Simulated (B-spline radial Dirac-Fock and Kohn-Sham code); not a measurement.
In²⁶⁺: eigenvalues, ΔSCF and the reference

System: In²⁶⁺, configuration [Ar] 3d5.

The density-functional columns are spherical, spin-unpolarised Dirac-Kohn-Sham results without Breit or QED terms: −ε is minus the orbital energy of the initial state and ΔSCF the difference of two total energies. The reference in the last column comes from Dirac-Fock (average of configuration) total-energy differences with a finite nucleus, the Breit interaction including its frequency dependence, and self-energy and vacuum-polarisation corrections. All numbers are from a B-spline atomic structure program, in eV; a selection of levels is shown. The Kohn-Sham columns are given as differences from the reference. For the 1s level of heavy atoms much of the gap between ΔSCF and the reference is the Breit and QED part, -90.5 eV here; for other levels the error of the functional can be larger.

```
level  LDA −ε − DF  LDA ΔSCF − DF  Dirac-Fock
   1s       -271.5          +81.7     29041.5
   2s       -123.1          -43.1      5318.9
2p1/2        -95.3           -0.2      5020.5
2p3/2        -97.5           -6.8      4810.4
   3s        -56.2          -22.0      1761.5
3p1/2        -40.9           -5.5      1641.0
3p3/2        -41.0           -6.5      1596.7
   3d        -36.7           +1.6      1411.4
```

Values without a named source are computed, but for edge energies of neutral atoms, which are taken from tables.
